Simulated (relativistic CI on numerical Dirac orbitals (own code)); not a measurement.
# Hyperfine structure of Tb⁵⁴⁺, mass number 159

Calculated at this level of theory: Dirac-Coulomb-Breit CI, orbitals from a KLI potential per configuration, model QED, unscaled Slater integrals (own radial code, finite nucleus).

Configurations in the expansion (outside the closed core [Ne]): 3s, 3p, 3d, 4s, 4p, 4d, 4f, 5s, 5p, 5d, 5f, 5g, 6s, 6p, 6d. Levels of other configurations are missing.

Nuclear spin I = 3/2, μ = 2.009 μN, Q = 1.432 b (tables of Stone and Pyykkö). The electronic factors are computed for point nuclear moments, without core polarisation or the Bohr-Weisskopf and QED corrections.

```tsv
Level	E (eV)	A (GHz)	B (GHz)
3s 2S_1/2	0.00	4581	
3p 2P°_1/2	131.10	1464	
3p 2P°_3/2	334.44	191.6	406
3d 2D_3/2	493.80	102.2	72.7
3d 2D_5/2	540.26	41.39	92.2
4s 2S_1/2	2375.57	1876	
4p 2P°_1/2	2429.81	607.1	
4p 2P°_3/2	2512.91	80.25	171
```

Levels with J = 0, under 50 % of one LS term, or S terms without an open s electron are left out. Small factors come from cancelling terms and can be off by tens of per cent or more.

At this charge energies of transitions that change n are usually good to better than 1 %, and those within a shell (Δn = 0) to a few per cent.

**Question.** Give the hyperfine levels of 3s 2S_1/2 relative to its centre of gravity.

**Answer.** With K = F(F + 1) − I(I + 1) − J(J + 1), E = AK/2: F = 1: -5726, F = 2: 3435 GHz.
